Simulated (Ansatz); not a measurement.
C4H8O2S, SMILES `C=CCS(C)(=O)=O`. The species carries charge 0 and has multiplicity 1. The geometry is a stationary point of PBE0-D4/def2-TZVP. It is one conformer, not always the lowest.

```xyz
15

C    -0.106    0.056    2.288
C    -0.798   -0.283    1.210
C    -0.958    0.592    0.020
S    -0.279   -0.130   -1.473
C     1.457   -0.238   -1.149
O    -0.794   -1.468   -1.587
O    -0.481    0.814   -2.537
H     0.388    1.020    2.368
H    -0.017   -0.614    3.135
H    -1.283   -1.253    1.152
H    -0.497    1.573    0.145
H    -2.009    0.733   -0.252
H     1.623   -0.853   -0.266
H     1.888   -0.713   -2.030
H     1.866    0.763   -1.022
```

Problem. What is the dipole moment at ωB97M-V/def2-TZVPP? (An estimate is asked.)

Solution. The calculation gave: 4.52 D, with components (2.20, 1.09, 3.79) D in this frame, pointing from negative to positive charge.

Problem. And with PBE, r2SCAN, B3LYP? (An estimate is asked.)

Solution. Computed: PBE 4.14 D, r2SCAN 4.30 D, B3LYP 4.45 D.

Problem. Give the Mulliken charges with ωB97M-V, B3LYP, r2SCAN in def2-TZVPP. (Best estimate.)

Solution. The calculation gave: 
| atom | ωB97M-V | B3LYP | r2SCAN |
| --- | --- | --- | --- |
| C1 | -0.20 | -0.22 | -0.19 |
| C2 | -0.18 | -0.17 | -0.15 |
| C3 | -0.21 | -0.13 | -0.05 |
| S4 | 0.79 | 0.78 | 0.83 |
| C5 | -0.35 | -0.30 | -0.22 |
| O6 | -0.47 | -0.47 | -0.48 |
| O7 | -0.47 | -0.47 | -0.48 |
| H8 | 0.10 | 0.10 | 0.07 |
| H9 | 0.12 | 0.12 | 0.10 |
| H10 | 0.15 | 0.14 | 0.12 |
| H11 | 0.13 | 0.11 | 0.07 |
| H12 | 0.15 | 0.12 | 0.09 |
| H13 | 0.15 | 0.13 | 0.10 |
| H14 | 0.15 | 0.13 | 0.10 |
| H15 | 0.14 | 0.12 | 0.09 |

B3LYP here is the variant with VWN-RPA as its local correlation; programs differ in this.
